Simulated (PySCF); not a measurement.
C3H7, SMILES C(C)[CH2], multiplicity 2. The structure is a stationary point at TPSSh-D3(BJ)/def2-TZVP. The isomer is the one that the SMILES or the coordinates give; other isomers of the formula were not compared.

Calculation: TPSSh-D3(BJ)/def2-TZVP run with PySCF 2.14.0.

Harmonic wavenumbers (cm⁻¹): 111, 244, 359, 478, 748, 881, 917, 1049, 1082, 1175, 1271, 1359, 1411, 1472, 1474, 1507, 1513, 2925, 3016, 3026, 3089, 3095, 3128, 3228. Rotational constants (GHz): 32.83, 8.991, 7.794; symmetry number 1.

Work out the zero-point energy and the ideal-gas rigid-rotor harmonic-oscillator thermochemistry at 298.15 K and 1 atm.

ZPE = ½ Σ hcν = ½ × 38557 cm⁻¹ = 230.62 kJ/mol. H − E(el) = 246.13 kJ/mol. Entropy in J/(mol K): translation 155.68, rotation 93.98, vibration 32.30, spin 5.76, total 287.72. G − E(el) = 160.34 kJ/mol. Cp = 74.49 J/(mol K). Modes under 150 cm⁻¹ make the vibrational entropy uncertain.
